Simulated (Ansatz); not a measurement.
Geometry optimisation, Ansatz, RKS CAM-B3LYP-D4/def2-SVP.

The input (input.yaml):

```yaml
crystal:
  periodic: [false, false, false]
  atoms:
    - { symbol: Si, position_ang: [-0.128899, -0.289436, 0.004125] }
    - { symbol: H, position_ang: [0.132399, -0.338096, 1.441111] }
    - { symbol: O, position_ang: [1.229221, -0.355314, -0.929334] }
    - { symbol: H, position_ang: [1.471592, -1.206776, -1.302483] }
    - { symbol: O, position_ang: [-0.940487, 1.104186, -0.270814] }
    - { symbol: H, position_ang: [-1.135787, 1.384432, -1.171661] }
    - { symbol: Cl, position_ang: [-1.289204, -1.921996, -0.524926] }
    - { symbol: P, position_ang: [1.283829, 2.541197, 1.233471] }
    - { symbol: H, position_ang: [2.499587, 2.64431, 1.972391] }
    - { symbol: H, position_ang: [1.913708, 1.900529, 0.131884] }
    - { symbol: H, position_ang: [0.914142, 1.312963, 1.844136] }
basis:
  gaussian: { orbitals: def2-SVP }
hamiltonian:
  xc: cam_b3lyp
  dispersion: d4
relax:
  f_tol: 0.03
  max_steps: 50
```

Command:

```bash
$ ansatz run input.yaml --threads 4 --pin off --max-ram 5120MiB --backend cpu --events-out ev --progress --plain --runs-dir out
```

Problem. Where does it end, and by what steps?

Solution. The forces met the threshold. After 42 steps the energy has fallen by 0.355 eV; H2 moved furthest, 2.36 Å.

| step | energy less start (eV) | largest force component (eV/Å) | accepted |
| --- | --- | --- | --- |
| 0 | 0.0000 | 0.418 | yes |
| 2 | -0.1638 | 0.579 | yes |
| 4 | -0.1874 | 0.113 | yes |
| 6 | -0.1981 | 0.349 | no |
| 8 | -0.2075 | 0.131 | yes |
| 10 | -0.2123 | 0.057 | yes |
| 12 | -0.2214 | 0.206 | yes |
| 14 | -0.2301 | 0.198 | yes |
| 16 | -0.2428 | 0.192 | yes |
| 18 | -0.2606 | 0.223 | yes |
| 20 | -0.2554 | 0.509 | no |
| 22 | -0.2794 | 0.057 | yes |
| 24 | -0.2894 | 0.376 | yes |
| 26 | -0.2986 | 0.090 | yes |
| 28 | -0.3088 | 0.202 | yes |
| 30 | -0.3176 | 0.315 | yes |
| 32 | -0.3259 | 0.362 | yes |
| 34 | -0.3344 | 0.141 | yes |
| 36 | -0.3446 | 0.147 | yes |
| 38 | -0.3525 | 0.107 | yes |
| 40 | -0.3548 | 0.046 | yes |
| 42 | -0.3555 | 0.017 | yes |

```xyz
11
Properties=species:S:1:pos:R:3
Si -0.535 -0.769 -0.082
H -1.193 -1.990 0.409
O 1.057 -0.649 0.352
H 1.710 -1.102 -0.193
O -1.329 0.519 0.520
H -0.852 1.366 0.514
Cl -0.579 -0.832 -2.154
P 1.374 2.483 0.696
H 1.923 3.781 0.886
H 2.308 2.089 -0.298
H 2.067 1.881 1.777
```

The run took 33 s on 4 threads of AMD EPYC 9R45 96-Core Processor (Zen 5), with other jobs on the host, peak memory 0.35 GiB.
